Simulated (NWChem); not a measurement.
AlH2O2 cation; SMILES [OH][Al+][OH]

```xyz
5

Al    -0.0065     0.1151     0.0138
O      1.1661     0.3100    -1.0547
H      1.8675     0.4267    -1.6942
O     -1.1790    -0.0790     1.0826
H     -1.8806    -0.1959     1.7220
```
Atoms are numbered in this order, from 1.

Structure relaxed at the PBE0/def2-SVP level.

Task: List the 6 lowest vertical singlet excitations from PBE/6-31+G* (spherical d), TDA (NWChem).

Result: 
```tsv
state	energy (eV)	oscillator strength	leading excitation (squared amplitude)
S1	5.01	0.000	HOMO → LUMO (1.00)
S2	5.01	0.000	HOMO−1 → LUMO (1.00)
S3	5.48	0.069	HOMO−2 → LUMO (1.00)
S4	5.48	0.069	HOMO−3 → LUMO (1.00)
S5	7.97	0.000	HOMO−1 → LUMO+1 (0.49)
S6	8.03	0.000	HOMO → LUMO+2 (0.44)
```
